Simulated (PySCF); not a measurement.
## Calculated data, CH$_{7}$B$_{2}$Si

All values are calculated (PySCF 2.14.0). Calculation on a computer-drawn molecule: optimised geometry and harmonic frequencies of an isolated molecule of the commonest isotopes, restricted reference for singlets and unrestricted otherwise, frozen core in MP2.

```yaml
- formula: CH7B2Si
  start_structure:
    atoms_angstrom:
      - [B, -2.697, -1.7679, -2.1225]
      - [Si, -1.6001, -0.4594, -1.2974]
      - [B, -1.3886, 1.4696, -1.7636]
      - [C, -0.6732, -0.9453, 0.2587]
      - [H, -3.8172, -1.9751, -1.8175]
      - [H, -2.2621, -2.4763, -3.0055]
      - [H, -0.5809, 1.8136, -2.5551]
      - [H, -2.0946, 2.3116, -1.3415]
      - [H, -0.555, -2.0659, 0.3379]
      - [H, 0.4106, -0.5091, 0.2739]
      - [H, -1.1248, -0.596, 1.1412]
  given:
    charge: 1
    multiplicity: 1
    method: HF
    basis: "cc-pV(D+d)Z"
    drawn_bonds_atom: [1, 2, 2, 1, 1, 3, 3, 4, 4, 4]
    drawn_bonds_other_atom: [2, 3, 4, 5, 6, 7, 8, 9, 10, 11]
    drawn_bonds_order: [1, 1, 1, 1, 1, 1, 1, 1, 1, 1]
  results:
    optimised_atom_element: [B, Si, B, C, H, H, H, H, H, H, H]
    "optimised_atom_x [angstrom]": [-2.745, -1.541, -1.38, -0.5939, -3.871, -2.302, -0.5516, -2.113, -0.3648, 0.3211, -1.242]
    "optimised_atom_y [angstrom]": [-1.786, -0.4388, 1.488, -0.9742, -1.907, -2.432, 1.765, 2.307, -2.041, -0.3962, -0.785]
    "optimised_atom_z [angstrom]": [-2.142, -1.215, -1.835, 0.286, -1.77, -3.039, -2.646, -1.375, 0.2685, 0.4225, 1.153]
    "modes_frequency [cm^-1]": [47.98, 156.4, 178.2, 191.1, 210.4, 222.7, 529.0, 539.7, 621.4, 666.1, 749.8, 820.5, 827.7, 956.1, 959.4, 1209, 1222, 1387, 1511, 1534, 2726, 2730, 2841, 2843, 3150, 3248, 3297]
    "modes_reduced_mass [dalton]": [1.047, 3.002, 2.328, 2.622, 1.012, 1.037, 1.165, 4.198, 1.265, 4.835, 3.369, 1.637, 1.233, 1.441, 1.435, 1.125, 1.124, 1.202, 1.045, 1.057, 1.047, 1.048, 1.128, 1.13, 1.043, 1.087, 1.106]
    "rotational_constants [GHz]": [5.646, 5.134, 2.871]
    "total_energy [hartree]": -379.9308
    "convergence_status_largest_gradient_component [hartree/bohr]": 5.535e-06
```
